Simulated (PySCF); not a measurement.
## Relaxation of quartet OsCl3

Computed with UPBE in PySCF with Os def2-SVP with ECP60, Cl def2-SVP; scalar-relativistic core potentials, no spin–orbit coupling; density-fitted integrals. A (50,194) grid was used.

A start at or just off a symmetric point, pushed along the force that breaks its symmetry, of C2v symmetry, free to break it:

```xyz
4
charge 0 multiplicity 4, angstrom
Os    0.0123    0.0000    0.0000
Cl    2.2480    0.0000    0.0000
Cl   -1.1578    1.9110    0.0000
Cl   -1.1578   -1.9110    0.0000
```

**Question.** What does it relax to?

**Answer.** It ends at C2v with Os–Cl 2.229 Å (×2), Os–Cl 2.240 Å; Cl–Os–Cl 96.1°, Cl–Os–Cl 132.0° (×2) (after a last refinement on a finer grid). A frequency run shows a minimum.

**Question.** How much energy is released, and in how many steps?

**Answer.** 21.8 kJ/mol in 5 steps.

With open d or f shells other occupations or spin states may lie lower. With an element this heavy the missing spin–orbit coupling can shift these numbers.

The relaxation took of the order of 80 core-seconds on a shared host.
